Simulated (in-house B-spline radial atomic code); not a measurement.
Settings and results of a run for Pm3+ (an excited or competing configuration). Method: scalar-relativistic (X2C) AM05, spin-polarised, spherical fractional occupations, Fermi nucleus of rms radius 4.962 fm. Calculated with an all-electron radial atomic-structure program (B-spline basis).

Command:
```bash
python run_scf.py task.json out
```
Settings (nuclear radius in fm, mass in u):
```
Z                61
configuration    [Kr] 4d9 4f4 5s2 5p6 6f1
hamiltonian      x2c
method           am05
spin_polarised   True
nucleus          fermi
rms_radius       4.962
atomic_mass      144.91276
speed_of_light   137.035999084
```

Output (hartree, bohr):
```
 radial grid: 78 intervals, B-splines of order 8, outer radius 51.8919 bohr

 iter        energy (Eh)    residual
    1       -9979.244147    6.59e-01
    2       -9990.844235    7.55e-01
    3      -10004.755177    1.77e-01
    4      -10005.356712    5.38e-02
    5      -10005.410456    1.55e-02
    6      -10005.412963    4.77e-03
    7      -10005.413355    8.80e-04
    8      -10005.413368    1.15e-04
    9      -10005.413369    1.97e-05
   10      -10005.413369    5.32e-06
   11      -10005.413369    3.04e-07

 total energy                    -10005.41337
 kinetic                           10820.8984
 electron-nucleus                 -24394.8460
 Hartree                            3791.0811
 exchange-correlation               -222.5469

 orbital      occ     eigenvalue          <r>       <r^2>       <1/r>       r_max
 1s up      1.000     -1650.7532    0.0225093  0.00069919     71.8286     0.01398
 1s down    1.000     -1650.7526    0.0225093 0.000699188     71.8286     0.01398
 2s up      1.000      -270.1044    0.0983952   0.0114892     16.5182     0.08375
 2s down    1.000      -270.0836     0.098392   0.0114884     16.5189     0.08375
 2p up      3.000      -241.8778    0.0867425  0.00920005     14.7792     0.06722
 2p down    3.000      -241.8612    0.0867387   0.0091992     14.7798     0.06721
 3s up      1.000       -60.4192     0.260484    0.077664     5.90868       0.239
 3s down    1.000       -60.3505     0.260298   0.0775488     5.91355       0.239
 3p up      3.000       -51.5206     0.258544   0.0775761     5.41776      0.2339
 3p down    3.000       -51.4514      0.25832   0.0774363     5.42246      0.2338
 3d up      5.000       -39.1283     0.236321   0.0657445     5.10219      0.1916
 3d down    5.000       -39.0670     0.236071   0.0655898     5.10629      0.1916
 4s up      1.000       -13.5168     0.590525    0.393616     2.45536      0.5516
 4s down    1.000       -13.3364     0.590596    0.393754     2.45445      0.5514
 4p up      3.000       -10.5681      0.62327    0.441683     2.22855      0.5746
 4p down    3.000       -10.3892     0.623585    0.442239     2.22696      0.5744
 4d up      5.000        -6.3550     0.677872    0.532026     1.95539      0.5993
 4d down    4.000        -6.1794     0.679426    0.534959     1.95146      0.5992
 4f up      4.000        -1.8134     0.852835    0.903457     1.48048      0.6102
 5s up      1.000        -3.0022      1.35954     2.06924    0.991467       1.247
 5s down    1.000        -2.9244      1.37591     2.11854    0.975658       1.259
 5p up      3.000        -2.2113       1.5354     2.65024    0.858249       1.387
 5p down    3.000        -2.1530      1.55629     2.72121    0.843111       1.403
 6f up      1.000        -0.3055      7.22176     59.3662    0.192684       7.627
```

Cost of the run: 0.18 s on 1 thread of Intel(R) Xeon(R) 6975P-C (shared host).

One-electron X2C: radii and densities carry no picture-change correction, so inner-shell <1/r> comes out high (for 1s by about 2 % at Z = 33, 5 % at 54, 10 % at 75, 30 % at 118) and <r> low.
